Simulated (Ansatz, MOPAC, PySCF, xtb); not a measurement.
Lewis adduct: AlH3 (SMILES [AlH3]) (first 4 atoms) with AsH3 (SMILES [AsH3]); geometry from B3LYP-D3(BJ)/def2-TZVP, rigid monomers moved along the line of their centres of mass till Al1···As5 is 3.07 Å.
(charge 0, multiplicity 1):
```xyz
8

Al     0.282     0.625     0.561
H     -0.540    -0.293    -0.441
H     -0.247     2.091     0.870
H      1.812     0.289     0.830
As    -0.792    -0.657     3.134
H     -0.327    -0.157     4.482
H     -0.573    -2.128     3.398
H     -2.273    -0.635     3.431
```

```json
[
 {"level": "PM3", "interaction energy (meV)": "-167.8", "minus CCSD(T)/CBS(def2-SVPD, def2-TZVPPD)": "356.0", "cost": "-"},
 {"level": "PM7", "interaction energy (meV)": "-1133.5", "minus CCSD(T)/CBS(def2-SVPD, def2-TZVPPD)": "-609.7", "cost": "-"},
 {"level": "GFN2-xTB", "interaction energy (meV)": "-461.7", "minus CCSD(T)/CBS(def2-SVPD, def2-TZVPPD)": "62.1", "cost": "-"},
 {"level": "HF/STO-3G (no counterpoise)", "interaction energy (meV)": "-678.9", "minus CCSD(T)/CBS(def2-SVPD, def2-TZVPPD)": "-155.1", "cost": "-"},
 {"level": "HF/3-21G (no counterpoise)", "interaction energy (meV)": "-476.0", "minus CCSD(T)/CBS(def2-SVPD, def2-TZVPPD)": "47.8", "cost": "-"},
 {"level": "HF/6-31G* (no counterpoise)", "interaction energy (meV)": "-411.1", "minus CCSD(T)/CBS(def2-SVPD, def2-TZVPPD)": "112.7", "cost": "-"},
 {"level": "PBE/def2-TZVPPD", "interaction energy (meV)": "-535.3", "minus CCSD(T)/CBS(def2-SVPD, def2-TZVPPD)": "-11.6", "cost": "×1"},
 {"level": "PBE-D4/def2-TZVPPD", "interaction energy (meV)": "-592.5", "minus CCSD(T)/CBS(def2-SVPD, def2-TZVPPD)": "-68.7", "cost": "×1"},
 {"level": "BP86/6-31G* (no counterpoise)", "interaction energy (meV)": "-513.5", "minus CCSD(T)/CBS(def2-SVPD, def2-TZVPPD)": "10.3", "cost": "-"},
 {"level": "r2SCAN-D4/def2-TZVPPD", "interaction energy (meV)": "-572.4", "minus CCSD(T)/CBS(def2-SVPD, def2-TZVPPD)": "-48.6", "cost": "×2"},
 {"level": "B3LYP/3-21G (no counterpoise)", "interaction energy (meV)": "-575.0", "minus CCSD(T)/CBS(def2-SVPD, def2-TZVPPD)": "-51.2", "cost": "-"},
 {"level": "B3LYP/LANL2DZ (no counterpoise)", "interaction energy (meV)": "-487.4", "minus CCSD(T)/CBS(def2-SVPD, def2-TZVPPD)": "36.3", "cost": "-"},
 {"level": "B3LYP/def2-TZVPPD", "interaction energy (meV)": "-430.3", "minus CCSD(T)/CBS(def2-SVPD, def2-TZVPPD)": "93.4", "cost": "×2"},
 {"level": "PBE0-D4/def2-TZVPPD", "interaction energy (meV)": "-595.6", "minus CCSD(T)/CBS(def2-SVPD, def2-TZVPPD)": "-71.9", "cost": "×2"},
 {"level": "M06-2X/6-31G* (no counterpoise)", "interaction energy (meV)": "-572.8", "minus CCSD(T)/CBS(def2-SVPD, def2-TZVPPD)": "-49.0", "cost": "-"},
 {"level": "wB97X-V/def2-TZVPPD", "interaction energy (meV)": "-555.7", "minus CCSD(T)/CBS(def2-SVPD, def2-TZVPPD)": "-31.9", "cost": "×3"},
 {"level": "SCS-MP2/def2-TZVPPD", "interaction energy (meV)": "-479.8", "minus CCSD(T)/CBS(def2-SVPD, def2-TZVPPD)": "43.9", "cost": "-"},
 {"level": "CCSD(T)/def2-SVPD", "interaction energy (meV)": "-468.4", "minus CCSD(T)/CBS(def2-SVPD, def2-TZVPPD)": "55.3", "cost": "×3"},
 {"level": "CCSD(T)/def2-TZVPPD", "interaction energy (meV)": "-507.4", "minus CCSD(T)/CBS(def2-SVPD, def2-TZVPPD)": "16.3", "cost": "×20"},
 {"level": "CCSD(T)/CBS(def2-SVPD, def2-TZVPPD)", "interaction energy (meV)": "-523.7", "minus CCSD(T)/CBS(def2-SVPD, def2-TZVPPD)": "0.0", "cost": "×20"}
]
```

 The comparison column counts from a level with limits of its own.

The rows run from -1133.5 (PM7) to -167.8 meV (PM3). From def2-SVPD to def2-TZVPPD CCSD(T) changes by -39.0. The dispersion term adds -57.2 in PBE-D4. The 3 functionals in def2-TZVPPD without D3 or D4 span 125.4, from wB97X-V to B3LYP.

Interaction energies are E(AB) − E(A) − E(B) at the monomers' geometry in the complex; basis-set methods are counterpoise corrected. Rows marked so take none.

Correlated levels freeze the cores. Filled d and f shells under p-block atoms count as core. CBS(a, b) extrapolates the correlation energy as X⁻³ and adds the Hartree–Fock energy of set b. Rows in 3-21G, 6-31G*, LANL2DZ, STO-3G carry no dispersion term and start afresh at each structure (6-31G* with six Cartesian d functions); the Pople sets are all-electron and without relativity. LANL2DZ brings its own core potentials from Na on. The state that PM3, PM7 reach isn't checked; PM7 holds dispersion and hydrogen-bond terms.

The values were computed with Ansatz (Gaussian orbitals); MOPAC for PM3, PM7 (differences of heats of formation); PySCF for 3-21G rows, 6-31G* rows, LANL2DZ rows, STO-3G rows, the dispersion terms; xtb for the GFN methods. Values without a source in brackets are computed.

Costs are rough ratios of core time to PBE/def2-TZVPPD (about 7 s over the structures, on one shared machine); a dash marks a level with no comparable run of its own.

Ansatz is an electronic-structure program.
